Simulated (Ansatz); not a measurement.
Reaction (ligand exchange at the Hf–Cl bond): `[OH][Hf]([Cl])([Cl])[Cl]` + HI → `[OH][Hf]([Cl])([Cl])[I]` + HCl

Gas-phase electronic energies from Ansatz, PBE0-D4/def2-TZVP geometries. CBS: MP2 limit from def2 TZ/QZ plus the TZ coupled-cluster correction, frozen cores. This one scheme is used for every species. Functionals use def2-TZVPP. def2 core potentials past Kr. For Hf, I outer-core shells are correlated without core-valence functions, which leaves a few kJ/mol of doubt a bond. One conformer a species, not always the lowest.

```json
{"level": "BHLYP-D4", "ΔE (kJ/mol)": "12.4", "difference from CCSD(T)/CBS": "4.3"}
{"level": "ωB97X-V", "ΔE (kJ/mol)": "16.2", "difference from CCSD(T)/CBS": "8.1"}
{"level": "ωB97M-V", "ΔE (kJ/mol)": "15.0", "difference from CCSD(T)/CBS": "6.9"}
{"level": "revPBE", "ΔE (kJ/mol)": "15.4", "difference from CCSD(T)/CBS": "7.3"}
{"level": "CAM-B3LYP", "ΔE (kJ/mol)": "20.7", "difference from CCSD(T)/CBS": "12.6"}
{"level": "LC-ωPBE", "ΔE (kJ/mol)": "16.7", "difference from CCSD(T)/CBS": "8.6"}
{"level": "MP2/def2-TZVPP", "ΔE (kJ/mol)": "1.3", "difference from CCSD(T)/CBS": "-6.8"}
{"level": "MP2/def2-QZVPP", "ΔE (kJ/mol)": "0.5", "difference from CCSD(T)/CBS": "-7.6"}
{"level": "MP2/CBS(def2)", "ΔE (kJ/mol)": "0.0", "difference from CCSD(T)/CBS": "-8.1"}
{"level": "CCSD/CBS(def2)", "ΔE (kJ/mol)": "10.3", "difference from CCSD(T)/CBS": "2.2"}
{"level": "CCSD(T)/CBS", "ΔE (kJ/mol)": "8.1", "difference from CCSD(T)/CBS": "0"}
```

(1) What do rigid-rotor, harmonic-oscillator terms from PBE0-D4/def2-TZVP frequencies (298.15 K, 1 bar) make of the CCSD(T)/CBS value? (Best estimate.)

Largest T1 diagnostic among the species: 0.014.

Results:

(1) Ansatz gave: ΔZPE = +2.5 kJ/mol, ΔH = +11.4 kJ/mol, ΔS = 9 J/(mol·K), ΔG = +8.7 kJ/mol.

The D4 term adds −3.3 kJ/mol with B3LYP and −1.9 kJ/mol with PBE0; it sums over pairs of atoms, weighted by their polarisabilities, and B3LYP, whose exchange is more repulsive, gets the larger term. From BLYP to BHLYP (50 % exact exchange), in def2-TZVPP and without D4, ΔE moves by −3.6 kJ/mol. At CCSD(T), def2-SVP lies +12.1 kJ/mol from the extrapolated value and def2-TZVPP +1.3 kJ/mol.

B3LYP here is the variant with VWN-RPA as its local correlation; programs differ in this.
